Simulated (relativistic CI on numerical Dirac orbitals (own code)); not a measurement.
# Fe2+ in a cubic cluster: 3s photoemission with charge transfer

Computed with a charge-transfer multiplet model of a cubic metal-ligand cluster with up to 3 ligand holes, Slater and spin-orbit integrals from Dirac-Coulomb-Breit ions, Slater integrals scaled by 0.8. The ground state mixes d6 with configurations of k ligand holes L, whose averages lie at kΔ + k(k − 1)U_dd/2; a core hole lowers each added d electron by U_cd. 300 K, Lorentzian 1.4 eV and Gaussian 0.8 eV FWHM.

Atomic integrals in eV (Slater integrals scaled, ζ unscaled), ground: F2dd 8.723, F4dd 5.416, zeta_d 0.049; with the core hole: F2dd 9.668, F4dd 6.046, zeta_d 0.058, G2cd 9.843.

Cluster parameters (eV): U_dd = 6.5, U_cd = 8.2, 10Dq = 0.95, 10Dq(ligand) = 1.5, V(eg) = 2.75, V(t2g) = -1.36, final-state hopping factor = 0.9.

| Case | n_d | d6 | d7L | d8L2 | d9L3 | S |
| --- | --- | --- | --- | --- | --- | --- |
| Δ = 2.3 eV | 6.71 | 0.40 | 0.50 | 0.10 | 0.00 | 0.02 |
| Δ = 3.3 eV | 6.62 | 0.46 | 0.46 | 0.08 | 0.00 | 0.03 |
| Δ = 4.3 eV | 6.54 | 0.52 | 0.41 | 0.06 | 0.00 | 0.04 |
| Δ = 5.3 eV | 6.46 | 0.58 | 0.37 | 0.04 | 0.00 | 0.05 |
| Δ = 7.3 eV | 6.18 | 0.83 | 0.17 | 0.01 | 0.00 | 2.00 |

Weights, n_d and S are thermal averages at 300 K. Binding energies count from the first peak over 30 % of the highest in each spectrum, which can be another peak from case to case. The parameters are a model scan and need not match a compound or its usual spin state. Peaks in eV (height, largest 100):
- Δ = 2.3 eV: 0.0 (100), 5.9 (27), 9.7 (24), 13.4 (9), 17.2 (7)
- Δ = 3.3 eV: 0.0 (100), 6.0 (27), 9.9 (21), 13.2 (9), 16.7 (7)
- Δ = 4.3 eV: 0.0 (100), 6.1 (27), 8.7 (18), 10.1 (19), 13.1 (8), 16.2 (6)
- Δ = 5.3 eV: 0.0 (100), 6.3 (27), 8.8 (19), 10.3 (17), 13.2 (7)
- Δ = 7.3 eV: 0.0 (100), 8.7 (45), 15.6 (15)

For the case Δ = 4.3 eV, Δ = 4.3 eV is smaller than U_dd = 6.5 eV, the charge-transfer side of the Zaanen-Sawatzky-Allen scheme. With the core hole the configuration with one ligand hole lies at Δ − U_cd = -5.9, -4.9, -3.9, -2.9, -0.9 eV from the one without, in the order of the table; where this is negative the screened configuration lies lower, though the effective hopping of about 4.6 eV (from the holes of the mixed ground state) mixes the two strongly wherever it is as large as the gap. The thermal average of S changes within this range, from 0.0 to 2.0; a value between half-integers is an average over states of different spin.

Without intra-shell correlation the exchange splitting of the 3s hole comes out too large.
